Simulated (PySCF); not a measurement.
## Broadened absorption spectrum of C4H7FS2

C₄H₇FS₂.
Z-matrix (Å and degrees, GFN2-xTB geometry), rows numbered from 1:
```
F 
C   1  1.3680
C   2  1.5215  1  110.48
S   3  1.8164  2  112.91  1    75.68
C   4  1.8208  3   93.34  2    88.49
C   5  1.5109  4  106.72  3    49.85
S   6  1.8298  5  108.35  4   -48.40
H   2  1.0955  1  107.23  3  -119.99
H   2  1.0949  1  107.14  3   121.91
H   3  1.0911  2  109.70  1   -44.14
H   5  1.0881  4  107.39  3   170.04
H   5  1.0907  4  109.10  3   -71.08
H   6  1.0903  5  111.13  4    69.78
H   6  1.0888  5  112.37  4  -166.62
```

Method: TDDFT PBE0/def2-SVPD, vertical, gas phase, core orbitals frozen in the response (PySCF).

Broadening: Gaussians 0.5 eV wide at half height, area fixed by f = 4.319×10⁻⁹ ∫ε dν̃. The width is an assumption, not a result. The curve ends short of the highest state used, and states not computed would add to its high-energy end.

(E (eV), ε (L mol⁻¹ cm⁻¹)): (4.31, 0), (4.34, 0), (4.37, 1), (4.39, 1), (4.42, 1), (4.45, 2), (4.48, 3), (4.51, 5), (4.53, 6), (4.56, 9), (4.59, 14), (4.62, 19), (4.64, 24), (4.67, 33), (4.70, 45), (4.73, 59), (4.76, 76), (4.78, 90), (4.81, 112), (4.84, 138), (4.87, 166), (4.89, 185), (4.92, 216), (4.95, 246), (4.98, 275), (5.00, 293), (5.03, 318), (5.06, 337), (5.09, 351), (5.12, 357), (5.14, 358), (5.17, 353), (5.20, 342), (5.23, 324), (5.25, 309), (5.28, 284), (5.31, 256), (5.34, 226), (5.36, 206), (5.39, 176), (5.42, 149), (5.45, 124), (5.48, 104), (5.50, 93), (5.53, 80), (5.56, 73), (5.59, 73), (5.61, 77), (5.64, 89), (5.67, 111), (5.70, 143), (5.72, 172), (5.75, 226), (5.78, 295), (5.81, 381), (5.84, 487)

Q: Where are the band maxima, and which computed states make them?

A: 241 nm (5.13 eV), ε about 360, made up of S2 (96%) (ε in L mol⁻¹ cm⁻¹; maxima over ε = 5, shares over 10%). At its high-energy end, 5.84 eV, the curve is still rising (ε about 490, from S3, S4 and S5). The states used: S1 5.06 eV (f 0.0003); S2 5.14 eV (f 0.0064); S3 6.15 eV (f 0.017); S4 6.17 eV (f 0.0048); S5 6.37 eV (f 0.024); S6 6.44 eV (f 0.030).

Q: What would ε be at 5.13 eV, the highest of these maxima, with half the width (0.25 eV)?

A: About 711 L mol⁻¹ cm⁻¹ against 358, a factor of about 1.98; a lone state at its own centre would give exactly 2.

Q: On this curve, what absorbance would a 10⁻⁵ mol/L sample give at 280 nm over a 1 cm path?

A: 280 nm is 4.428 eV, where ε is about 1.5 L mol⁻¹ cm⁻¹, so A = ε c l ≈ 1.5e-05 (Beer–Lambert, with the gas-phase spectrum and the assumed width).

Q: Coming from long wavelengths, where does ε first pass 100 L mol⁻¹ cm⁻¹?

A: At about 259 nm (4.79 eV), 0.27 eV below S1.

One conformer stands for the species.
